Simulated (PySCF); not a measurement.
A structure optimised at PBE-D3(BJ)/def2-SVP, used in a PySCF frequency run:

```xyz
7

F      0.0000    -1.6090     0.0000
S      0.0000     0.0000     0.0000
F      1.6090     0.0000     0.0000
F      0.0000     0.0000     1.6090
F     -1.6090     0.0000     0.0000
F      0.0000     0.0000    -1.6090
F      0.0000     1.6090     0.0000
```

Write its SMILES, formula and point group.

FS(F)(F)(F)(F)F, F6S, Oh

What are its rotational constants (standard atomic weights)?

2.5688, 2.5688, 2.5688 GHz
